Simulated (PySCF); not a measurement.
C₂H₆Mg.

```xyz
9

Mg     0.0000     0.0000     0.0000
C      0.0000     0.0000    -2.0932
H      0.8599     0.5413    -2.4993
H     -0.8987     0.4740    -2.4993
H      0.0389    -1.0153    -2.4993
C      0.0000     0.0000     2.0932
H      0.8599    -0.5413     2.4993
H     -0.8987    -0.4740     2.4993
H      0.0389     1.0153     2.4993
```
Charge 0, spin multiplicity 1.

Coordinates come from a B3LYP-D3(BJ)/def2-TZVP optimisation. The isomer is the one that the SMILES or the coordinates give; other isomers of the formula were not compared.

These are HF/pcSseg-2 run with PySCF values and carry that method's errors. Non-relativistic, no solvent.

Problem. Give the absolute GIAO shielding of each atom: isotropic value and principal components (ppm). (Estimate from the structure and the level; the computed values follow.)

Solution. 
| atom | σ(iso) | σ11 | σ22 | σ33 | span |
|---|---|---|---|---|---|
| Mg1 | 421.0 | 276.9 | 276.9 | 709.0 | 432.1 |
| C2 | 212.5 | 203.5 | 217.0 | 217.0 | 13.4 |
| H3 | 33.0 | 28.8 | 29.4 | 40.8 | 12.1 |
| H4 | 33.0 | 28.8 | 29.4 | 40.8 | 12.1 |
| H5 | 33.0 | 28.8 | 29.4 | 40.8 | 12.1 |
| C6 | 212.5 | 203.5 | 217.0 | 217.0 | 13.4 |
| H7 | 33.0 | 28.8 | 29.4 | 40.8 | 12.1 |
| H8 | 33.0 | 28.8 | 29.4 | 40.8 | 12.1 |
| H9 | 33.0 | 28.8 | 29.4 | 40.8 | 12.1 |
